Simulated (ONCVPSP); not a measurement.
**Potentials for antimony (Sb) compared**

Generated with ld1.x 7.5 (TM, RRKJ, ultrasoft, PAW), atompaw 4.2 or ONCVPSP 4.0.1. The cutoff is in Ry: for ld1.x and atompaw files where the sum of valence levels is converged to 10 mRy in a Bessel basis, for ONCV files where the hardest occupied wave has 1 mHa per electron of residual kinetic energy. The error is the largest all-electron minus pseudo excitation energy over each file’s own four to seven test configurations (ionisations up to +4, promotions, holes and added fractions of an electron), all of which were solved. The labels leave out finer settings (local radius, basis sizes, second energies), which also bear on the numbers. Spin-polarised tests are not counted. The rows are a selection from randomly drawn settings: files with unsolved tests, undetermined cutoffs or missed reference levels are left out.

A true bound ghost makes a file unfit for plane-wave use even where its test errors are small: the radial tests pick states by their node count and pass the ghost by.

| potential | cutoff (Ry) | largest error (meV) | bound ghosts |
| --- | --- | --- | --- |
| ONCV, PBEsol, scalar-relativistic, rc 1.35/1.45/1.40 (spd), local smoothed, core correction yes, reference 4s2 4p6 4d10 5s2 5p3, qcut 9.9/9.6/10.5, projectors 2/2/2 | 84 | -12 | none |
| ONCV, LDA (Perdew-Wang 92), scalar-relativistic, rc 1.30/1.30/1.40 (spd), local smoothed, core correction yes, reference 4s2 4p6 4d10 5s2 5p2.75, qcut 11.4/11/13.1, projectors 2/2/2 | 94 | -11 | none |

(1) Fill in the row for Sb: ONCV, PBE, scalar-relativistic, rc 1.75/2.55/1.40 (spd), local smoothed, core correction no, reference 4d10 5s2 5p3, qcut 3.5/2.9/10.6, projectors 2/3/3.

(2) Fill in the row for Sb: ONCV, revPBE, scalar-relativistic, rc 1.40/1.35/1.35 (spd), local smoothed, core correction yes, reference 4s2 4p6 4d10 5s2 5p2.5, qcut 11.2/12.4/12.4, projectors 2/2/2.

(3) Fill in the row for Sb: ONCV, PBE, scalar-relativistic, rc 1.40/1.40/1.20 (spd), local smoothed, core correction no, reference 4s2 4p6 4d10 5s1.5 5p3.5, qcut 7.2/9.2/14.1, projectors 2/3/2.

## Answers

(1) cutoff 88 Ry, largest error -40 meV, bound ghosts: s.

(2) cutoff 97 Ry, largest error -10 meV, bound ghosts: none.

(3) cutoff 101 Ry, largest error -22 meV, bound ghosts: none.
